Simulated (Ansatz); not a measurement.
A single point on Cl₃HSeSn, SMILES `[Cl][Sn]([Cl])([Cl])[SeH]`.

```yaml
crystal:
  periodic: [false, false, false]
  atoms:
    - {symbol: Cl, position_ang: [-1.140132, -1.487330, 1.496502]}
    - {symbol: Sn, position_ang: [0.259529, -0.410074, 0.017927]}
    - {symbol: Cl, position_ang: [2.422076, -1.044061, 0.475662]}
    - {symbol: Cl, position_ang: [-0.300029, -1.203775, -2.070773]}
    - {symbol: Se, position_ang: [0.116280, 2.073141, 0.182924]}
    - {symbol: H, position_ang: [-1.315625, 2.008100, -0.148441]}
basis:
  gaussian: {orbitals: def2-TZVPP}
hamiltonian: {xc: pbe}
correlation: {method: rpa}
```

```sh
$ ansatz run in.yaml --threads 4 --pin off --events-out ev --progress --plain --max-ram 11315MiB
```

Shortened log:

```
Functional definition: PBE
1616 factors; integrals over basis functions are off by at most 9.4e-4 eV
mean field evaluation 1: about -108744.4117 eV, gradient 2.8e1 eV
mean field evaluation 2: about -108744.4154 eV, gradient 2.8e1 eV
mean field evaluation 4: about -108745.9177 eV, gradient 9.0e0 eV
mean field evaluation 8: about -108746.1179 eV, gradient 4.0e-1 eV
mean field evaluation 16: about -108746.1183 eV, gradient 7.5e-5 eV
mean field -108746.11833956 eV, -3996.3461382124 hartree, gradient 5.6e-6 eV, S^2 0.000000; 0 other end points of the search recorded, 0 dependent functions left out
28 core orbitals not correlated: weight in the atoms' cores, before any rotation towards them, 1.000 or more for the frozen orbitals, at most 0.000 for the correlated occupied ones
reference -108639.27631901 eV, -3992.4197663772 hartree; 26, 26 occupied and 184, 184 virtual orbitals, 1616 factors
Total energy: -108687.03561260 eV, -3994.1748880444 hartree
```

Hardware: 4 threads of an Arm Neoverse V2 on a shared host. Wall time 5.5 s, peak host memory 0.62 GiB.
